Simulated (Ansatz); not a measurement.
C$_{4}$H$_{10}$O, charge +1, sextet, at a GFN2-xTB geometry of the parent state (a state made from the parent by changing its charge; the spin is typed, not shown lowest); HF/3-21G (Ansatz, a quantum-chemistry and plane-wave program).

The Ansatz input:
Ansatz 0.2 input:
```yaml
crystal:
  periodic: [false, false, false]
  atoms:
    - {symbol: C, position_ang: [-0.13363712, -1.41754127, -0.60526371]}
    - {symbol: C, position_ang: [-0.06511180, -0.06443955, 0.04586154]}
    - {symbol: C, position_ang: [-0.37259502, 1.10974039, -0.96077782]}
    - {symbol: C, position_ang: [1.40168588, 0.33293502, 0.46677163]}
    - {symbol: O, position_ang: [-0.86078172, 0.11297310, 1.13132801]}
    - {symbol: H, position_ang: [0.52990098, -1.47886882, -1.46333734]}
    - {symbol: H, position_ang: [0.14109790, -2.20764778, 0.09730148]}
    - {symbol: H, position_ang: [-1.14863080, -1.64298624, -0.94038737]}
    - {symbol: H, position_ang: [-0.32347489, 2.07647378, -0.46697599]}
    - {symbol: H, position_ang: [0.31594196, 1.08007608, -1.79774213]}
    - {symbol: H, position_ang: [-1.39924527, 0.94557658, -1.29209326]}
    - {symbol: H, position_ang: [2.05964109, 0.31665984, -0.39479814]}
    - {symbol: H, position_ang: [1.70328719, -0.41275618, 1.20413973]}
    - {symbol: H, position_ang: [1.42560446, 1.31070200, 0.94029682]}
    - {symbol: H, position_ang: [-1.39992054, -0.65518153, 1.38342231]}
basis:
  gaussian:
    orbitals: 3-21G.json
hamiltonian:
  xc: hf
total_charge: 1
magnetization: {spin_polarized: true, initial_magnetization: 5}
```
The basis file holds 3-21G in the JSON format of the Basis Set Exchange.

The log (banner, timings and long lists left out):

```
Functional definition: HF
797 factors; integrals over basis functions are off by at most 9.9e-4 eV
mean field evaluation 1: about -6244.5044 eV, gradient 2.1e1 eV
mean field evaluation 2: about -6244.7513 eV, gradient 2.1e1 eV
mean field evaluation 4: about -6248.5443 eV, gradient 4.8e0 eV
mean field evaluation 8: about -6249.7562 eV, gradient 1.1e0 eV
mean field evaluation 16: about -6250.0439 eV, gradient 4.9e-1 eV
mean field evaluation 32: about -6244.5044 eV, gradient 2.1e1 eV
mean field evaluation 64: about -6250.7326 eV, gradient 2.7e-1 eV
mean field evaluation 96: about -6249.0551 eV, gradient 6.1e0 eV
mean field evaluation 128: about -6249.1613 eV, gradient 2.6e0 eV
mean field evaluation 160: about -6250.7051 eV, gradient 5.0e-1 eV
mean field evaluation 192: about -6250.5557 eV, gradient 1.1e0 eV
mean field evaluation 224: about -6250.2383 eV, gradient 6.5e-1 eV
mean field evaluation 256: about -6249.6469 eV, gradient 7.3e-1 eV
mean field evaluation 288: about -6246.0205 eV, gradient 1.5e1 eV
mean field evaluation 320: about -6247.1938 eV, gradient 5.7e0 eV
mean field evaluation 352: about -6250.6737 eV, gradient 6.4e-1 eV
mean field evaluation 384: about -6250.1556 eV, gradient 3.0e-2 eV
mean field evaluation 416: about -6249.5006 eV, gradient 5.6e0 eV
mean field -6250.74214640 eV, -229.7105369750 hartree, gradient 1.3e-5 eV, S^2 8.770823; 6 other end points of the search recorded, 0 dependent functions left out
reference -6250.74214640 eV, -229.7105369750 hartree; 23, 18 occupied and 42, 47 virtual orbitals, 797 factors
Total energy: -6250.74214640 eV, -229.7105369750 hartree
```
